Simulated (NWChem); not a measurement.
A series in which one site is exchanged, each optimised at PBE0/def2-SVP with NWChem, gas phase unless a solvent is named. For some, no frequency run checked for a minimum. def2 effective core potentials on I; no spin-orbit coupling.

A: [MgH][Cl] (MgHCl; site = H)
B: [Cl][Mg][Cl] (MgCl$_{2}$; site = Cl)
C: [Cl][Mg][F] (MgClF; site = F)
D: [I][Mg][Cl] (MgICl; site = I)

| quantity | A | B | C | D |
|---|---|---|---|---|
| dipole (D), PBE0/def2-SVP | 1.52 | 0.00 | 0.13 | ? |
| orbital gap (eV), PBE0/def2-SVP | 7.39 | 7.06 | 7.14 | ? |
| static polarisability, PBE/def2-SVPD (bohr³) | 44.4 | 52.2 | 35.9 | ? |
| lowest singlet excitation, PBE/def2-SVPD, TDA (eV) | 5.69 | 5.10 | 5.21 | ? |

**Question.** What belongs in the gaps?

**Answer.** 
- dipole (D), PBE0/def2-SVP, D: 0.50
- orbital gap (eV), PBE0/def2-SVP, D: 5.96
- static polarisability, PBE/def2-SVPD (bohr³), D: 77.7
- lowest singlet excitation, PBE/def2-SVPD, TDA (eV), D: 4.22
